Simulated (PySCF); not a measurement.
# Dipole moment and polarisability of InMe3

Compound: InMe3, C3H9In.
Cartesian coordinates in Å at the PBE0-D3(BJ)/def2-SVP level; atoms count from 1:
```xyz
13
C3H9In angstrom
In    -0.003    0.000   -0.005
C      2.171   -0.017   -0.014
H      2.576   -1.037   -0.072
H      2.554    0.461    0.902
H      2.552    0.564   -0.869
C     -1.072    1.894   -0.003
H     -1.656    1.994    0.926
H     -1.784    1.930   -0.843
H     -0.389    2.752   -0.081
C     -1.101   -1.877    0.011
H     -2.188   -1.722   -0.031
H     -0.861   -2.443    0.925
H     -0.799   -2.498   -0.847
```

Level: CAM-B3LYP/def2-SVPD (PySCF), static field, nuclei fixed, core orbitals frozen in the response. The polarisability tensor in these axes (au):

```
x   85.73 -0.01 -0.15
y   -0.01 85.90 -0.09
z   -0.15 -0.09 57.91
```

Q: Give the principal values, the mean and the anisotropy Δα = √{½[(α1 − α2)² + (α2 − α3)² + (α1 − α3)²]}.

A: Principal values 57.90, 85.73 and 85.90 au; mean 76.51 au = 11.34 Å³ = 12.62 × 10⁻⁴⁰ C²·m²/J; Δα = 27.91 au (36 % of the mean).

Q: What is the dipole moment?

A: 0.01 D at this geometry.

Q: Sum over states: ᾱ = Σ f/ω², ω in Eh. What share falls to these 10 lowest TDDFT singlets (eV, f)? 4.85, 0.0000; 4.85, 0.0000; 6.06, 0.1527; 6.06, 0.1552; 7.36, 0.0000; 7.44, 0.0000; 7.47, 0.0114; 7.47, 0.0115; 7.96, 0.1172; 7.97, 0.1176.

A: They add up to 9.25 au, 12.1 % of the 76.51 au; the largest single term is 3.13 au, from the state at 6.06 eV. Terms in order: 0.00, 0.00, 3.08, 3.13, 0.00, 0.00, 0.15, 0.15, 1.37, 1.37 au. Higher excitations give the rest. The strengths listed sum to 0.566.

Q: What molar refraction does this α imply?

A: Lorentz–Lorenz: R = (4π/3)N_A α = 2.5225 cm³/(mol·Å³) × 11.34 Å³ = 28.6 cm³/mol, in the limit of long wavelengths.

Q: What depolarisation ratio follows for Rayleigh scattering of linearly polarised light, taking the static tensor?

A: ρ = 3Δα²/(45ᾱ² + 4Δα²) = 2337.4/(263437 + 3116.5) = 0.00877.

Q: What would n − 1 = 2πNα be for an ideal gas of these molecules at 350 K and 1 atm, electronic part alone?

A: N = p/kT = 2.0968 × 10¹⁹ cm⁻³, so n − 1 = 2π × N × 11.34 × 10⁻²⁴ cm³ = 1494 × 10⁻⁶ at long wavelengths, for an ideal gas.

Isolated species at its PBE0-D3(BJ)/def2-SVP geometry, gas phase. Atoms past krypton carry effective core potentials; spin–orbit coupling is left out.

The run behind these numbers computed excited states as well. The run took 35 s on one thread, Arm Neoverse V1, no GPU, shared host.
